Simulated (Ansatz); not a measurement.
Start from `BCBO` and change one atom or group to get `BCB[SiH2]F`.

Ansatz, PBE0-D4/def2-TZVP geometries, multiplicity 1. Each molecule was computed in one conformer, which needn't be the lowest.

```csv
property,`BCBO`
HOMO energy (PBE/def2-TZVPP) / eV,-7.32
size of the dipole moment (ωB97M-V/def2-TZVPP) / D,1.80
size of the dipole moment (B3LYP/def2-TZVPP) / D,1.77
LUMO energy (B3LYP/def2-TZVPP) / eV,-1.76
HOMO–LUMO gap (ωB97M-V/def2-TZVPP) / eV,11.41
HOMO energy (ωB97M-V/def2-TZVPP) / eV,-11.00
```

Question: What does the change do to each property? (Estimate.)

Answer: Ansatz gave: 
```tsv
property	`BCB[SiH2]F`	shift
HOMO energy (PBE/def2-TZVPP) / eV	-6.84	0.48
size of the dipole moment (ωB97M-V/def2-TZVPP) / D	1.97	0.17
size of the dipole moment (B3LYP/def2-TZVPP) / D	1.97	0.20
LUMO energy (B3LYP/def2-TZVPP) / eV	-2.58	-0.82
HOMO–LUMO gap (ωB97M-V/def2-TZVPP) / eV	9.79	-1.62
HOMO energy (ωB97M-V/def2-TZVPP) / eV	-10.23	0.77
```

With PBE0 the HOMO rises by 0.62 eV and the LUMO falls by 0.86 eV, so the gap narrows by about 1.48 eV. PBE moves the HOMO by 0.48 eV and ωB97M-V by 0.77 eV. The zero-point energy changes by 9.9 kJ/mol with +6 modes. Dipoles are sizes alone; their direction can turn.

B3LYP here is the variant with VWN-RPA as its local correlation; programs differ in this.
